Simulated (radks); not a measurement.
The lithium anion Li-, [He] 2s2, held by a Watson sphere: a shell of charge +1.15 at radius R that stands for the Madelung well of a crystal (potential energy -1.15/R inside, -1.15/r outside, in hartree with lengths in bohr). Calculated with a radial shooting solver on a logarithmic mesh with Libxc functionals: scalar-relativistic Kohn-Sham, LDA (Slater exchange, Perdew-Wang correlation), spin-polarised, spherical densities, finite nucleus; Fermi nuclear charge, rms radius of each element as measured or else 0.836 A^(1/3) + 0.57 fm. Response by self-consistent Sternheimer equations with the Hartree and adiabatic LDA kernel, the relativistic mass of each level held fixed and spin-orbit coupling left out. The sphere does not respond.

R (bohr)  e(1s) (eV)  e(2s) (eV)  <r> 2s (bohr)  sum of <r^2> (bohr^2)  X-ray form factor at sin(theta)/lambda = 0.1 1/angstrom  alpha (bohr^3)
2.04         -53.901      -5.708          3.117                  23.81                                                    2.796           75.22
2.3          -52.855      -5.548          3.211                  25.11                                                    2.753           81.64
2.59         -52.059      -5.355          3.322                  26.73                                                    2.701           90.25
3            -51.342      -5.072          3.483                  29.21                                                    2.629           104.8
3.1          -51.215      -5.003          3.523                  29.85                                                    2.612           108.8
3.11         -51.203      -4.997          3.527                  29.91                                                    2.610           109.2
3.31         -50.991      -4.860          3.605                  31.20                                                    2.577           117.6

Estimate the row for R = 3.75 bohr.

Answer. e(1s) (eV) -50.654; e(2s) (eV) -4.568; <r> 2s (bohr) 3.774; sum of <r^2> (bohr^2) 34.10; X-ray form factor at sin(theta)/lambda = 0.1 1/angstrom 2.508; alpha (bohr^3) 138.0.
